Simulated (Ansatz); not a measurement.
Isolated molecules relaxed with PBE0-D4/def2-TZVP in Ansatz; ΔE leaves out vibrations. CCSD(T)/CBS is the MP2 limit (def2-TZVPP, def2-QZVPP) plus CCSD(T) − MP2 in def2-TZVPP, frozen cores. This one scheme is used for every species. Functionals use def2-TZVPP. B3LYP here is the variant with VWN-RPA as its local correlation; programs differ in this. One conformer a species, not always the lowest.

`FC[SiH2]BS` + H₂ → `B[SiH2]CF` + H₂S  (hydrogenolysis of a B–S bond)

`FC[SiH2]BS`:

Z-matrix (Å, degrees):
```
C
Si 1 1.899
F 1 1.391 2 110.9
H 1 1.096 2 111.1 3 120.2
H 1 1.096 2 111.1 3 -120.2
B 2 2.012 1 112.1 3 179.9
H 2 1.490 1 108.9 3 -58.8
H 2 1.490 1 108.9 3 58.7
S 6 1.764 2 119.3 1 -0.3
H 6 1.193 2 121.4 1 179.7
H 9 1.347 6 100.7 2 -180.0
```

H₂:

Z-matrix (Å, degrees):
```
H
H 1 0.746
```

`B[SiH2]CF`:

Z-matrix (Å, degrees):
```
Si
C 1 1.898
B 1 2.011 2 112.6
H 1 1.492 2 109.0 3 -121.1
H 1 1.491 2 109.1 3 121.5
F 2 1.391 1 111.4 3 179.9
H 2 1.096 1 110.9 3 59.5
H 2 1.096 1 110.9 3 -59.7
H 3 1.196 1 119.4 2 179.4
H 3 1.196 1 123.5 2 -0.7
```

H₂S:

Cartesian coordinates in Å:
```
S -0.504 -0.159 -0.323
H 0.700 0.327 -0.659
H -0.196 -0.169 0.982
```

Problem. Is it downhill or uphill in electronic energy at CCSD(T)/CBS, and by how much? (Estimate.)

Solution. The calculation gave: Uphill: ΔE = +21.8 kcal/mol.

Problem. What do these levels give: PBE-D4, B3LYP-D4, ωB97M-V, r2SCAN, B3LYP, HF/def2-TZVPP, MP2/def2-TZVPP, SCS-MP2/def2-TZVPP, CCSD/def2-TZVPP, HF/def2-QZVPP, MP2/CBS(def2), CCSD/CBS(def2)? (Estimate.)

Solution. Computed: PBE-D4 25.1, B3LYP-D4 22.0, ωB97M-V 21.4, r2SCAN 23.7, B3LYP 19.5, HF/def2-TZVPP 12.8, MP2/def2-TZVPP 23.5, SCS-MP2/def2-TZVPP 20.9, CCSD/def2-TZVPP 19.2, HF/def2-QZVPP 12.5, MP2/CBS(def2) 23.9, CCSD/CBS(def2) 19.7 kcal/mol.

Largest T1 diagnostic among the species: 0.014.

The D4 term adds +2.5 kcal/mol with B3LYP and +1.4 kcal/mol with PBE0; it sums over pairs of atoms, weighted by their polarisabilities, and B3LYP, whose exchange is more repulsive, gets the larger term. In def2-TZVPP, CCSD(T) changes the Hartree–Fock value by +8.6 kcal/mol (the triples alone add +2.1 kcal/mol) and MP2 by +10.7 kcal/mol. From PBE to PBE0 (25 % exact exchange), in def2-TZVPP and without D4, ΔE moves by −1.8 kcal/mol.
